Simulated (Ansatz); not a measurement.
Ideal-gas functions of Cl3GeH2N (`[NH2][Ge]([Cl])([Cl])[Cl]`) at 800 K and 1 bar, from an Ansatz frequency run at PBE0-D4/def2-TZVP.

Molar mass 194.99 g/mol, point group Cs (symmetry number 1), electronic degeneracy 1, moments of inertia 308.429, 319.496, 424.689 u Å². Harmonic wavenumbers (cm⁻¹, unscaled): 96, 128, 167, 175, 203, 224, 409, 441, 458, 541, 743, 915, 1569, 3557, 3658.

Use S(trans) = R[1.5 ln M + 2.5 ln T − 1.1517]; rotational temperatures θ = 24.2544 K / I; S(rot) = R[ln(√π/σ · √(T³/θAθBθC)) + 1.5]; for each mode x = 1.438777 ν̃/T, S = R[x/(eˣ − 1) − ln(1 − e⁻ˣ)] and H = RT x/(eˣ − 1); 1 cm⁻¹ = 0.0119627 kJ/mol; R = 8.31446 J/(mol·K).

Task: By hand: the entropy, in J/(mol·K).

Result: Translation 195.1. Rotation: θ = 0.0786, 0.0759, 0.0571 K, giving 133.8. Vibration, mode by mode: 22.93, 20.54, 18.35, 17.96, 16.74, 15.93, 11.05, 10.46, 10.16, 8.86, 6.50, 5.05, 1.99, 0.10, 0.09, in all 166.7. Electronic 0.0. Sum 495.6 J/(mol·K).

Task: By hand: H − E and G − E in kJ/mol, counted from the electronic energy.

Result: Zero-point energy ½ × 13284 × 0.0119627 = 79.5; thermal vibration 58.5; translation, rotation and pV give 4 RT = 26.6. H − E = 164.6 kJ/mol, and G − E = 164.6 − 800 × 495.6/1000 = -231.9 kJ/mol.

Vibration gives 34 % of the entropy, 43.5 J/(mol·K) of it from the modes under 150 cm⁻¹: soft modes count most, and the harmonic formula is weakest for them. The sum counts one conformer and one mirror image; others add a mixing term.
